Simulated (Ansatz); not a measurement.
Single points on As₃S₃.

```yaml
crystal:
  periodic: [false, false, false]
  atoms:
    - {symbol: As, position_ang: [1.001757, -1.488043, 0.012407]}
    - {symbol: As, position_ang: [-1.300554, -1.069178, 0.733001]}
    - {symbol: As, position_ang: [-1.335975, 1.354759, 0.945124]}
    - {symbol: S, position_ang: [0.375191, 1.870356, -0.363424]}
    - {symbol: S, position_ang: [1.921608, 0.585992, 0.125530]}
    - {symbol: S, position_ang: [-0.662007, -1.253896, -1.452637]}
basis:
  gaussian: {orbitals: def2-TZVP, initial_orbitals: start.molden}
magnetization: {spin_polarized: true, initial_magnetization: 1}
hamiltonian: {xc: r2scan, dispersion: d4}
scf: {omitted_lower_state_checks: [starts]}
output: {orbitals: {seedname: orbitals}}
```

The file start.molden holds the orbitals of an earlier run on this structure, at another level or in another basis.

```sh
$ ansatz run in.yaml --threads 4 --pin off --events-out ev --progress --plain --max-ram 4787MiB
```

Shortened log:

```
Functional definition: r2SCAN
1902 factors; their error is unknown
mean field evaluation 1: about -215031.3328 eV, gradient 9.6e0 eV
mean field evaluation 2: about -215031.4363 eV, gradient 2.0e-1 eV
mean field evaluation 4: about -215031.4100 eV, gradient 6.3e-3 eV
mean field evaluation 8: about -215031.4100 eV, gradient 1.3e-5 eV
mean field -215031.41003152 eV, -7902.2585651338 hartree, gradient 1.3e-5 eV, S^2 0.760290; 0 other end points of the search recorded, 0 dependent functions left out
reference -215031.41004292 eV, -7902.2585655528 hartree; 74, 73 occupied and 181, 182 virtual orbitals, 1902 factors
Total energy: -215031.52073317 eV, -7902.2626333444 hartree
Checks for a lower state left out: starts
```

Run time 28 s (4 threads of Arm Neoverse V1 on a shared host), peak host memory 0.68 GiB.

First input, but with `hamiltonian: {xc: {name: B97M-V}}` (abridged; 38 s):

```
Functional definition: B97M-V
mean field -214991.85867043 eV, -7900.8050794226 hartree, gradient 1.6e-5 eV, S^2 0.757994
Total energy: -214991.85872110 eV, -7900.8050812847 hartree
Checks for a lower state left out: starts
```

The first input with `hamiltonian: {xc: pbe, dispersion: d4}`, `output: {forces: true, orbitals: {seedname: orbitals}}` (abridged; 11 s):

```
Functional definition: PBE
mean field -214993.49781209 eV, -7900.8653167674 hartree, gradient 1.8e-5 eV, S^2 0.754578
Total energy: -214994.04094765 eV, -7900.8852766313 hartree
Atom 0 force     0.226507    -0.168741    -0.018854 eV/Å
Atom 1 force    -0.243236    -0.051833     0.108012 eV/Å
Atom 2 force    -0.095018     0.156929     0.012111 eV/Å
Atom 3 force     0.110789    -0.054593     0.122531 eV/Å
Atom 4 force     0.062709     0.203479    -0.087692 eV/Å
Atom 5 force    -0.061751    -0.085240    -0.136108 eV/Å
Dipole moment:    -0.032489    -0.167420     0.208230 e Å
Checks for a lower state left out: starts
```

First input, but with `hamiltonian: {xc: {name: PBE-QIDH}}` and without the key `output` (abridged; 34 s):

```
Functional definition: PBE-QIDH
mean field -214953.83497142 eV, -7899.4077342571 hartree, gradient 2.6e-6 eV, S^2 0.770391
42 core orbitals not correlated: weight in the atoms' cores, before any rotation towards them, 1.000 or more for the frozen orbitals, at most 0.000 for the correlated occupied ones
second order -39.70901434 eV of doubles, -0.00000000 eV of singles
Total energy: -214967.07132032 eV, -7899.8941611075 hartree
Checks for a lower state left out: starts
```

As the first input, with `hamiltonian: {xc: pbe0, dispersion: d4}` (abridged; 22 s):

```
Functional definition: PBE0
mean field -215000.74801505 eV, -7901.1317568118 hartree, gradient 5.1e-5 eV, S^2 0.759910
Total energy: -215001.21626718 eV, -7901.1489647602 hartree
Checks for a lower state left out: starts
```

As the first input, with `correlation: {method: mp2}` and without the key `hamiltonian` (abridged; 25 s):

```
Functional definition: HF
mean field -214842.43571052 eV, -7895.3138869283 hartree, gradient 2.5e-6 eV, S^2 0.784104
42 core orbitals not correlated: weight in the atoms' cores, before any rotation towards them, 1.000 or more for the frozen orbitals, at most 0.000 for the correlated occupied ones
second order -34.62514605 eV of doubles, -0.00000000 eV of singles
Total energy: -214877.06085657 eV, -7896.5863375761 hartree
Checks for a lower state left out: starts
```

Geometry: PBE0-D4/def2-SVP.

Correlated methods freeze 42 core orbitals; core or outer-core shells of As are correlated, in sets that lack core-valence functions. Another isomer (doublet) lies 0.66 eV lower at PBE0-D4/def2-TZVP; other spin states weren't run for this one.
